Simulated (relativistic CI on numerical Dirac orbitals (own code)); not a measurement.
**Ru⁶⁺: resonant inelastic scattering at the M2,3 edge**

Computed with this model: Dirac-Coulomb-Breit CI, orbitals from a KLI potential per configuration, QED by a radiative potential, valence Slater integrals scaled by 0.7, Kramers-Heisenberg scattering through one core-hole configuration in a parametric crystal field; configurations [Kr] 4d2 → [Ne] 3s2 3p5 3d10 4s2 4p6 4d3; 80 K; core-hole width 1.2 eV; summed over polarisations. Incident energies are the highest absorption maxima for each field (at most a few, so the weaker spin-orbit partner edge can be absent), on the computed scale of the free ion. Intensities are in per cent of the strongest line above 0.02 eV; levels within 1 cm⁻¹ are merged; final levels count from the ground level, the first row holds all elastic scattering, lines under 0.4 are left out and each table stops after 24 rows. The scale of the Slater integrals is a model choice and moves the terms in proportion.

Field parameters in Wybourne normalisation: Oh B⁴₀ = 21Dq, B⁴₄ = √(5/14) B⁴₀. The field is a parameter set, without covalency.

S is read from ⟨S²⟩ = S(S + 1).

Oh, 10Dq = 8500 cm⁻¹:

```
Final level (eV)  Degeneracy  Irrep     S  474.9 eV
           0.000           2      E  0.99    3366.8
           0.050           3     T2  0.99      97.1
           0.342           3     T1  1.00       3.4
           0.496           1     A1  0.99      36.5
           1.019           3     T2  0.91      25.5
           1.085           1     A2  1.00       2.3
           1.253           3     T1  1.00      46.3
           1.289           2      E  0.99      29.5
           1.588           2      E  0.16     100.0
           1.639           3     T2  0.30      72.4
           2.170           1     A1  0.97      27.8
           2.225           3     T2  0.91      20.8
           2.321           3     T1  1.00      72.3
           2.509           3     T2  0.92      23.6
           2.539           2      E  0.94      15.2
           2.849           3     T2  0.31       2.9
           2.856           1     A1  0.07       6.0
           3.017           3     T1  0.02       2.1
           3.789           2      E  0.05       2.0
           5.986           1     A1  0.03       0.8
```

Oh, 10Dq = 19250 cm⁻¹:

| Final level (eV) | Degeneracy | Irrep | S | 473 eV | 475.2 eV | 497.3 eV |
| --- | --- | --- | --- | --- | --- | --- |
| 0.000 | 2 | E | 0.99 | 488.0 | 1108.3 | 97.1 |
| 0.023 | 3 | T2 | 0.99 | 60.0 | 28.4 | 13.4 |
| 0.291 | 3 | T1 | 1.00 | 47.7 | 18.5 | 6.6 |
| 0.407 | 1 | A1 | 0.99 | 7.3 | 19.2 | 27.8 |
| 1.457 | 3 | T2 | 0.14 | 3.1 | 22.9 | 22.5 |
| 1.527 | 2 | E | 0.06 | 8.4 | 49.0 | 12.7 |
| 2.297 | 1 | A2 | 1.00 | 0.6 | 8.7 | 3.8 |
| 2.384 | 3 | T2 | 0.96 | 7.5 | 100.0 | 11.2 |
| 2.444 | 3 | T1 | 1.00 | 2.2 | 44.0 | 12.0 |
| 2.459 | 2 | E | 1.00 | 2.9 | 24.0 | 8.2 |
| 3.007 | 1 | A1 | 0.32 | 0.8 | 38.1 | 15.5 |
| 3.484 | 1 | A1 | 0.85 | 0.2 | 0.8 | 1.6 |
| 3.489 | 3 | T1 | 1.00 | 4.3 | 46.1 | 7.1 |
| 3.588 | 3 | T2 | 0.87 | 2.3 | 16.6 | 3.2 |
| 3.660 | 2 | E | 0.99 | 2.1 | 3.5 | 0.1 |
| 3.934 | 3 | T2 | 0.34 | 0.2 | 2.5 | 2.3 |
| 4.228 | 3 | T1 | 0.02 | 0.2 | 1.2 | 2.0 |
| 4.847 | 3 | T2 | 0.97 | 0.1 | 0.9 | 0.3 |

For the first field the strongest loss at the lowest incident energy is the level at 1.59 eV (S = 0.16, against 0.99 in the thermal ground state). Levels of other spin, the first over 8 % at 1.59 eV, appear because spin-orbit coupling of the core hole, and in heavier ions of the valence shell too, mixes spins.
